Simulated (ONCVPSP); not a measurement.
La (Z = 57): one change to an ONCV potential, before and after

* Element: La (Z = 57)
* Generator: ONCVPSP 4.0.1
* Type: optimised norm-conserving Vanderbilt (ONCV)
* Functional: PBE
* Relativity: fully relativistic
* Frozen core: [Kr] 4d10
* Valence charge: 11
* Reference configuration: 5s2 5p6 5d1 6s1 (charge +1)
* Partial waves: 5s+6s: rc 2.55 bohr, ncon 3, nbas 7, qcut 5 1/bohr, 2 projectors; 5p: rc 1.90 bohr, ncon 4, nbas 7, qcut 4.7 1/bohr, 1 projector; 5d: rc 3.75 bohr, ncon 5, nbas 10, qcut 4.3 1/bohr, 2 projectors, debl 3.6 Ha; f scattering state at 0.03 Ha: rc 3.85 bohr, ncon 3, nbas 6, qcut 2.9 1/bohr, 2 projectors, debl 0.4 Ha
* Local potential: polynomial inside 1.80 bohr (lpopt 4, dvloc0 4 Ha)
* Core correction: Teter function, fcfact 3.75, rcfact 1

Open shells are filled in proportion to 2j + 1.

In the f channel the program set the typed energies aside and used -0.369, 0.031 Ha (j = l + 1/2; the other j can differ).

Change: s: ncon 5, nbas 9.

Cutoffs: the cutoffs (Ha) at which the residual kinetic energy of the hardest occupied pseudo-wave falls to 1 and 0.1 mHa per electron; they do not see the model core or the augmentation charge, which bear on the density cutoff. Errors are all-electron minus pseudo energies relative to the spin-unpolarised reference configuration.

Problem. Predict the effect on cutoff, ghosts and configuration errors.

Solution. The potential gets neither clearly harder nor softer (17 Ha and 38 Ha → 17 Ha and 38 Ha); the p channel sets the loose cutoff, while the largest relative change is in s, which becomes harder; of the 4 tests that both files solve, the error grows in 0 and shrinks in 1 by more than 15 % and 0.3 meV (median size 7.8 → 7.3 meV); neither file shows a bound ghost.

```csv
quantity,base,changed
"cutoff, loose",17 Ha,17 Ha
"cutoff, tight",38 Ha,38 Ha
loose cutoff by channel,"s 7.9 Ha, p 17 Ha, d 5.6 Ha","s 9.2 Ha, p 17 Ha, d 5.6 Ha"
bound ghosts,none,none
GHOST(+) flags under 300 eV,none,none
"error for 5s2 5p6 5d1 6s2, meV [ΔE -5.97 eV]",-0.7,-0.4
"error for 5s2 5p6 5d1 6s0, meV [ΔE 10.89 eV]",-1.7,-1.1
"error for 5s2 5p6 5d0 6s0, meV [ΔE 29.82 eV]",+14,+13
"error for 5s2 5p6 5d1 6s0 6p2, meV [ΔE -1.14 eV]",+30,+30
s: phases at 2.58 bohr within 0.05 rad from the reference energy up to (Ha; the scan ends near 5),3.0,3.7
p3/2: phases at 1.93 bohr within 0.05 rad from the reference energy up to (Ha; the scan ends near 5),1.7,1.7
p1/2: phases at 1.93 bohr within 0.05 rad from the reference energy up to (Ha; the scan ends near 5),1.6,1.6
d5/2: phases at 3.81 bohr within 0.05 rad from the reference energy up to (Ha; the scan ends near 5),0.3,0.3
d3/2: phases at 3.81 bohr within 0.05 rad from the reference energy up to (Ha; the scan ends near 5),0.3,0.3
f7/2: phases at 3.90 bohr within 0.05 rad from the reference energy up to (Ha; the scan ends near 5),0.9,0.9
f5/2: phases at 3.90 bohr within 0.05 rad from the reference energy up to (Ha; the scan ends near 5),0.9,0.9
"rms error of d²Exc/dni dnj with the model core, mHa",4.52,4.69
```

Base: These tests converged, but a pseudo level misses the all-electron one widely, so the file describes the atom poorly there or has found another state: 5s2 5p6 5d1 6s0 6p2: empty 6s by 8.7 eV. Changed file: These tests converged, but a pseudo level misses the all-electron one widely, so the file describes the atom poorly there or has found another state: 5s2 5p6 5d1 6s0 6p2: empty 6s by 8.7 eV.
